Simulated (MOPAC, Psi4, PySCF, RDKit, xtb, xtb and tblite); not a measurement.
Two geometries of SMILES B[SiH2]CC(C)C, relaxed at GFN2-xTB with one dihedral held; other torsions can differ between them too.

Structure A

```
19

B     -1.6771    -0.9646    -3.1083
Si    -0.0173     0.0085    -2.7476
C      0.0602     0.3677    -0.8570
C     -0.5209    -0.7489     0.0071
C      0.2692    -2.0442    -0.1526
C     -1.9911    -0.9735    -0.3173
H     -2.6734    -0.3991    -3.3665
H     -1.6760    -2.1202    -3.3220
H      0.1411     1.3332    -3.3804
H      1.2445    -0.6855    -3.0834
H     -0.4928     1.2873    -0.6540
H      1.0898     0.5574    -0.5529
H     -0.4576    -0.4413     1.0609
H      1.3230    -1.8734     0.0551
H      0.1788    -2.4227    -1.1680
H     -0.0961    -2.8062     0.5338
H     -2.1027    -1.2210    -1.3860
H     -2.5772    -0.0768    -0.1239
H     -2.4063    -1.7982     0.2602
```

Structure B

```
19

B     -2.3628     5.6319     1.3857
Si    -1.9359     3.7242     1.3582
C     -0.7890     3.4510    -0.1596
C     -1.3500     4.0323    -1.4581
C     -2.6424     3.3327    -1.8694
C     -1.5772     5.5345    -1.3401
H     -3.4495     6.0369     1.5651
H     -1.5042     6.4209     1.5223
H     -1.1501     3.2340     2.5090
H     -3.0403     2.7479     1.2587
H      0.1745     3.9211     0.0471
H     -0.5884     2.3891    -0.3046
H     -0.6116     3.8725    -2.2569
H     -2.4971     2.2556    -1.9070
H     -3.4353     3.5455    -1.1559
H     -2.9658     3.6695    -2.8530
H     -2.2629     5.7516    -0.5056
H     -0.6420     6.0563    -1.1469
H     -2.0212     5.9383    -2.2491
```

Task: Which is lower in energy at the level PBE0-D3(BJ)/def2-SVP // GFN2-xTB run with Psi4, and by how much?

Result: A is lower, by 0.99 kcal/mol (dihedral H7–B1–Si2–C3: 90° in A, 135° in B).

E(B) − E(A) in kcal/mol at the other levels, on the same two geometries: GFN2-xTB (xtb and tblite) 1.18; PBE0/def2-SVP // GFN2-xTB (Psi4) 0.92; PBE/def2-SVP // GFN2-xTB (Psi4) 1.12; PBE-D3(BJ)/def2-SVP // GFN2-xTB (Psi4) 1.20; UFF // GFN2-xTB (RDKit) -107.40; PM7, restricted, heats of formation // GFN2-xTB (MOPAC) -1.01; PM6, restricted, heats of formation // GFN2-xTB (MOPAC) 0.64; GFN1-xTB // GFN2-xTB (xtb) 0.73; restricted B3LYP/6-31G*, spherical d, density fitting // GFN2-xTB (PySCF) 0.67; restricted Hartree-Fock/3-21G // GFN2-xTB (PySCF) 0.31; restricted Hartree-Fock/STO-3G // GFN2-xTB (PySCF) -0.06; restricted M06-2X/6-31G*, spherical d, density fitting // GFN2-xTB (PySCF) 0.43.
